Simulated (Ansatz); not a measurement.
Ansatz (a quantum-chemistry and plane-wave program) input:

Ansatz 0.2 input:
```yaml
crystal:
  periodic: [false, false, false]
  atoms:
    - {symbol: Ti, position_ang: [-0.11257395, -0.20278300, -0.08679594]}
    - {symbol: O, position_ang: [1.63600569, -0.43091635, -0.31880993]}
    - {symbol: F, position_ang: [-0.49439265, -0.18170779, 1.57541563]}
    - {symbol: F, position_ang: [-0.68465386, 1.06043632, -1.07986116]}
basis:
  gaussian:
    orbitals: def2-TZVP
hamiltonian:
  xc: b3lyp
  dispersion: d3bj
total_charge: 1
magnetization: {spin_polarized: true, initial_magnetization: 1}
phonons: {temperatures: {t_min: 298.15, t_max: 298.15, t_step: 100}}
```

Question: What final total energy does it print?

Answer: -1124.27994 Eh (B3LYP-D3(BJ)/def2-TZVP). The basis has 138 functions.

The spin state was set by rule; other spins were not relaxed.
